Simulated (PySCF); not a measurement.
## Electron correlation in Tm²⁺ (thulium, charge +2)

Starting occupation: [Xe] 4f13, 4f5/2 with m_j = -3/2, -1/2, +1/2, +3/2, +5/2, 4f7/2 with m_j = -7/2, -5/2, -3/2, -1/2, +1/2, +3/2, +5/2, +7/2. All numbers are calculated (PySCF 2.14, X2C-1e with screened-nucleus spin-orbit coupling, Gaussian nucleus, in x2c-QZVPPall-2c (16s16p12d6f4g1h, 213 functions)). Frozen: [Ar] 3d10; 39 electrons correlated; the 38 highest virtual spinors left out.

MP2 pair energies summed by pair of shells (mhartree):

```tsv
pair	energy	share (%)
4f5/2-4f7/2	-370.90	15.9
4f7/2-4f7/2	-257.89	11.1
4d5/2-4f7/2	-148.42	6.4
4f7/2-5p3/2	-135.44	5.8
4d3/2-4f7/2	-116.20	5.0
4d5/2-4f5/2	-99.46	4.3
4f5/2-4f5/2	-87.37	3.8
4f5/2-5p3/2	-87.13	3.7
4f7/2-5p1/2	-77.18	3.3
4d3/2-4f5/2	-71.44	3.1
4d3/2-4d5/2	-66.10	2.8
5p3/2-5p3/2	-61.42	2.6
5p1/2-5p3/2	-59.24	2.5
4f7/2-4p3/2	-52.89	2.3
4f7/2-5s1/2	-50.51	2.2
4d5/2-4d5/2	-44.65	1.9
4f5/2-5p1/2	-43.01	1.8
4d5/2-4p3/2	-37.51	1.6
4f5/2-4p3/2	-34.36	1.5
4f5/2-5s1/2	-31.31	1.3
4d3/2-4p3/2	-26.42	1.1
4f7/2-4p1/2	-25.71	1.1
5p3/2-5s1/2	-25.51	1.1
4d5/2-5p3/2	-22.04	0.9
4d3/2-4d3/2	-21.04	0.9
4d5/2-4p1/2	-19.74	0.8
4f7/2-4s1/2	-18.67	0.8
4d3/2-5p3/2	-17.55	0.8
4d5/2-5s1/2	-15.92	0.7
4d5/2-4s1/2	-15.72	0.7
```

Total MP2 correlation energy: -2328.0 mhartree.

This basis was not built for core-valence correlation, so the inner-shell part is incomplete.
